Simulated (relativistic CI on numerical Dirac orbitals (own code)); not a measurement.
# Tm2+: computed level list

Computed by Dirac-Coulomb-Breit CI, KLI orbitals optimised for each configuration, QED by a radiative potential, valence Slater integrals scaled by 0.85, configuration energies shifted to the measured levels that pair with them (semi-empirical) (own radial code, finite nucleus).

Configuration list (outside the closed core [Kr] 4d10 5s2): 4f¹³5p⁶, 4f¹²5p⁶5d, 4f¹²5p⁶6s, 4f¹¹5p⁶5d², 4f¹²5p⁶6p, 4f¹¹5p⁶5d6s, 4f¹¹5p⁶6s², 4f¹²5p⁶5f, 4f¹¹5p⁶5d6p, 4f¹²5p⁶7s, 4f¹³5p⁵5d, 4f¹²5p⁶6d, 4f¹¹5p⁶6s6p, 4f¹²5p⁶7p, 4f¹²5p⁶7d, 4f¹²5p⁶6f, 4f¹²5p⁶5g, 4f¹²5p⁶7f, 4f¹³5p⁵5f, 4f¹¹5p⁶6p², 4f¹³5p⁴5d², 4f¹¹5p⁶5f6s, 4f¹³5p⁵6s, 4f¹⁴5p⁵. Levels of other configurations are missing.

The lowest level is 4f¹³5p⁶ ²F°7/2, with 94 % of that term; Hund's rules for 4f¹³5p⁶ give ²F° with J = 7/2, in agreement.

```
No.  Configuration  Term     J  E (cm⁻¹)   %  Next component (%)  Landé g        jj configuration (%)
  1        4f¹³5p⁶   ²F°   7/2       0.0  94    3 4f¹¹5p⁶5d² ²F°    1.142                4f7/2^7 (94)
  2        4f¹³5p⁶   ²F°   5/2    8422.7  94    3 4f¹¹5p⁶5d² ²F°    0.855        4f5/2^5 4f7/2^8 (94)
  3     4f¹²5p⁶5d‡    ⁴F   9/2   21506.4  88                9 ⁴G    1.312          4f7/2^6 5d3/2 (79)
  4     4f¹²5p⁶5d‡    ²K  15/2   24676.3  53               42 ⁴K    1.080          4f7/2^6 5d3/2 (88)
  5     4f¹²5p⁶5d‡    ⁴G  11/2   24934.7  86               11 ⁴H    1.251          4f7/2^6 5d3/2 (66)
  6      4f¹²5p⁶6s    ⁴H  13/2   25343.0  98    1 4f¹¹5p⁶5d6p ⁴H    1.229             4f7/2^6 6s (90)
  7     4f¹²5p⁶5d‡    ⁴K  17/2   25375.4  99                1 ²L    1.175          4f7/2^6 5d5/2 (92)
  8      4f¹²5p⁶6s    ²H  11/2   25983.0  65               32 ⁴H    1.102             4f7/2^6 6s (89)
  9     4f¹²5p⁶5d‡    ⁴F   7/2   25999.8  66               20 ²F    1.195          4f7/2^6 5d5/2 (54)
 10     4f¹²5p⁶5d‡    ⁴H  13/2   27548.7  49               29 ⁴I    1.151          4f7/2^6 5d3/2 (79)
 11     4f¹²5p⁶5d‡    ⁴I  15/2   28890.0  85               14 ²K    1.179          4f7/2^6 5d5/2 (88)
 12     4f¹²5p⁶5d‡    ⁴G   9/2   28997.9  50               24 ²G    1.138          4f7/2^6 5d5/2 (49)
 13     4f¹²5p⁶5d‡    ²H  11/2   29217.6  49               27 ⁴H    1.094          4f7/2^6 5d5/2 (55)
 14     4f¹²5p⁶5d‡    ⁴H  13/2   29540.3  41               32 ²I    1.119          4f7/2^6 5d5/2 (77)
 15     4f¹²5p⁶5d‡    ²F   5/2   30333.9  42               19 ⁴D    1.068          4f7/2^6 5d3/2 (76)
 16     4f¹²5p⁶5d‡    ²F   7/2   31087.5  26               25 ⁴F    1.158          4f7/2^6 5d3/2 (74)
 17      4f¹²5p⁶6s    ⁴F   9/2   31111.2  56               33 ²G    1.222             4f7/2^6 6s (96)
 18      4f¹²5p⁶6s    ²F   7/2   31413.7  35               34 ²G    1.017             4f7/2^6 6s (91)
 19     4f¹²5p⁶5d‡    ⁴F   5/2   31752.2  71               15 ²D    1.080  4f5/2^5 4f7/2^7 5d5/2 (47)
 20     4f¹²5p⁶5d‡    ⁴G   9/2   31775.1  34               24 ⁴F    1.134          4f7/2^6 5d3/2 (78)
 21     4f¹²5p⁶5d‡    ²H  11/2   31921.0  23               20 ⁴G    1.034          4f7/2^6 5d3/2 (67)
 22     4f¹²5p⁶5d‡    ²F   7/2   32426.0  54               25 ⁴G    1.086          4f7/2^6 5d5/2 (44)
 23     4f¹²5p⁶5d‡    ⁴K  13/2   32794.8  57               24 ²I    0.993  4f5/2^5 4f7/2^7 5d3/2 (80)
 24     4f¹²5p⁶5d‡    ⁴G  11/2   33050.2  41               26 ²H    1.096          4f7/2^6 5d5/2 (82)
 25     4f¹²5p⁶5d‡    ²D   3/2   33070.1  42               40 ⁴F    0.736          4f7/2^6 5d5/2 (65)
 26      4f¹²5p⁶6s    ⁴H  11/2   33730.5  63               32 ²H    1.119     4f5/2^5 4f7/2^7 6s (95)
 27      4f¹²5p⁶6s    ⁴H   9/2   33748.4  60               32 ²H    0.958     4f5/2^5 4f7/2^7 6s (93)
 28     4f¹²5p⁶5d‡    ²G   9/2   33913.1  32               30 ⁴F    1.112          4f7/2^6 5d5/2 (84)
 29     4f¹²5p⁶5d‡    ⁴H  13/2   34311.6  42               36 ²I    1.112          4f7/2^6 5d5/2 (84)
 30     4f¹²5p⁶5d‡    ⁴K  15/2   34409.1  56               33 ²K    1.093  4f5/2^5 4f7/2^7 5d5/2 (98)
 31     4f¹²5p⁶5d‡    ²G   7/2   34830.4  29               28 ⁴G    1.049  4f5/2^5 4f7/2^7 5d5/2 (58)
 32     4f¹²5p⁶5d‡    ⁴G   5/2   34880.9  29               27 ⁴P    1.055          4f7/2^6 5d5/2 (41)
 33     4f¹²5p⁶5d‡    ⁴I  11/2   35829.9  39               38 ²H    1.027  4f5/2^5 4f7/2^7 5d3/2 (84)
 34     4f¹²5p⁶5d‡    ⁴D   7/2   35972.5  37               24 ⁴H    1.074  4f5/2^5 4f7/2^7 5d3/2 (42)
 35     4f¹²5p⁶5d‡    ²G   9/2   36190.5  44               39 ⁴H    1.042  4f5/2^5 4f7/2^7 5d3/2 (80)
 36     4f¹²5p⁶5d‡    ⁴G   9/2   36740.7  26               24 ²H    1.026  4f5/2^5 4f7/2^7 5d5/2 (80)
 37     4f¹²5p⁶5d‡    ⁴F   3/2   36978.5  50               27 ⁴D    0.823  4f5/2^5 4f7/2^7 5d3/2 (30)
 38     4f¹²5p⁶5d‡    ⁴H  11/2   37733.5  47               23 ²I    1.058  4f5/2^5 4f7/2^7 5d5/2 (93)
 39     4f¹²5p⁶5d‡    ⁴I  13/2   37736.8  55               32 ²I    1.102  4f5/2^5 4f7/2^7 5d5/2 (90)
 40      4f¹²5p⁶6s    ⁴H   7/2   38010.1  54               21 ²F    0.872     4f5/2^5 4f7/2^7 6s (80)
 41     4f¹²5p⁶5d‡    ⁴K  11/2   38067.7  41               33 ²H    0.948  4f5/2^5 4f7/2^7 5d3/2 (61)
 42      4f¹²5p⁶6s    ²H   9/2   38167.0  37               30 ⁴F    1.078     4f5/2^5 4f7/2^7 6s (83)
 43     4f¹²5p⁶5d‡    ²F   5/2   38219.4  36               19 ⁴G    0.964  4f5/2^5 4f7/2^7 5d3/2 (45)
 44     4f¹²5p⁶5d‡    ⁴G   7/2   39146.1  37               33 ⁴H    0.956  4f5/2^5 4f7/2^7 5d3/2 (58)
 45     4f¹²5p⁶5d‡    ⁴I   9/2   39358.5  28               28 ²H    0.957  4f5/2^5 4f7/2^7 5d3/2 (81)
 46     4f¹²5p⁶5d‡    ⁴H  13/2   40054.3  42               38 ²K    1.073  4f5/2^5 4f7/2^7 5d5/2 (74)
 47     4f¹²5p⁶5d‡    ⁴G   5/2   40057.2  45               23 ²F    0.849  4f5/2^5 4f7/2^7 5d3/2 (38)
 48     4f¹²5p⁶5d‡    ²F   7/2   40199.2  32               25 ⁴G    0.988  4f5/2^5 4f7/2^7 5d5/2 (45)
 49      4f¹²5p⁶6s    ⁴F   5/2   40427.2  79                9 ²F    1.015     4f5/2^5 4f7/2^7 6s (81)
 50      4f¹²5p⁶6s    ⁴F   7/2   40438.3  65               31 ²F    1.197     4f5/2^5 4f7/2^7 6s (95)
 51     4f¹²5p⁶5d‡    ⁴G   5/2   40667.0  40               16 ²D    0.974  4f5/2^5 4f7/2^7 5d5/2 (44)
 52      4f¹²5p⁶6s    ⁴F   3/2   40906.8  23     23 4f¹²5p⁶5d ⁴D    0.789          4f7/2^6 5d3/2 (23)
 53     4f¹²5p⁶5d‡    ²I  11/2   41084.9  32               28 ²H    1.068  4f5/2^5 4f7/2^7 5d5/2 (85)
 54      4f¹²5p⁶6s    ⁴F   3/2   41143.8  56               12 ²D    0.609             4f7/2^6 6s (32)
 55     4f¹²5p⁶5d‡    ²H   9/2   41165.5  27               24 ⁴F    1.059  4f5/2^5 4f7/2^7 5d5/2 (75)
 56     4f¹²5p⁶5d‡    ⁴D   1/2   41384.4  89                5 ²P    0.174  4f5/2^5 4f7/2^7 5d5/2 (44)
 57     4f¹²5p⁶5d‡    ⁴F   5/2   41673.5  47               13 ⁴G    1.007  4f5/2^5 4f7/2^7 5d3/2 (29)
 58      4f¹²5p⁶6s    ²F   5/2   41720.8  65               14 ²D    0.937     4f5/2^5 4f7/2^7 6s (37)
 59     4f¹²5p⁶5d‡    ⁴F   7/2   41739.1  56               20 ⁴G    1.156  4f5/2^5 4f7/2^7 5d5/2 (60)
 60     4f¹²5p⁶5d‡    ²G   9/2   41989.4  37               25 ⁴H    1.088  4f5/2^5 4f7/2^7 5d3/2 (61)
 61     4f¹²5p⁶5d‡    ⁴F   3/2   42097.6  44               30 ²P    0.841  4f5/2^5 4f7/2^7 5d3/2 (53)
 62     4f¹²5p⁶5d‡    ²F   5/2   42650.6  39               28 ⁴D    1.103  4f5/2^5 4f7/2^7 5d5/2 (62)
 63     4f¹²5p⁶5d‡    ⁴H   9/2   43377.8  42               34 ²H    0.989  4f5/2^5 4f7/2^7 5d5/2 (64)
 64     4f¹²5p⁶5d‡    ²G   7/2   43715.1  73               12 ²F    0.913  4f5/2^5 4f7/2^7 5d5/2 (34)
 65     4f¹²5p⁶5d‡    ⁴P   3/2   43967.5  82                9 ²D    1.585  4f5/2^5 4f7/2^7 5d5/2 (70)
 66     4f¹²5p⁶5d‡    ⁴H   7/2   44286.4  49               21 ²G    0.855  4f5/2^5 4f7/2^7 5d5/2 (45)
 67     4f¹²5p⁶5d‡    ⁴H  11/2   44498.4  69               25 ²H    1.110  4f5/2^5 4f7/2^7 5d5/2 (90)
 68     4f¹²5p⁶5d‡    ⁴P   1/2   45030.2  82               10 ²S    2.421  4f5/2^5 4f7/2^7 5d5/2 (43)
 69     4f¹²5p⁶5d‡    ²D   3/2   45243.5  39               35 ²P    1.017  4f5/2^5 4f7/2^7 5d5/2 (43)
 70     4f¹²5p⁶5d‡    ²G   7/2   45742.4  29               23 ²F    0.942     4f5/2^4 4f7/2^8 6s (34)
```

Energies count from the lowest computed level; ° marks odd parity. Filled j subshells are mostly left out of the jj labels. The list stops below the first level whose count of f electrons has no measured partner. ‡ marks configurations that were not tied to measured data.

The mean weight of the leading LS term, summed over parents, in these 70 levels is 52 %, and that of the leading jj configuration (from the same eigenvectors) 67 %, so jj coupling describes them better and the LS labels are nominal.

Configurations whose levels could be paired with our table of measured levels were shifted onto them, all but the ground configuration, by the median error of their levels; single terms can still be off by 1,000 to 2,000 cm⁻¹ or more, and rates follow the energies as ν³ (E1, M1) or ν⁵ (E2). The others borrow a shift and can be off by several thousand cm⁻¹ or more. The fine structure of a lone outer electron comes out too small, for d and f at times inverted, and misplaced configurations move strength between like terms. 9 of the 66 excited levels that our extract of the measured tables holds in this range could be paired (the sources list more); they are missed by 293 cm⁻¹ on average and 723 at most, after the shifts were fitted to these levels, and levels without a partner can miss by more.

LS names give the leading component of a level, which can be under half, so a name can repeat, a term be missing and a line seem to break the LS rules.
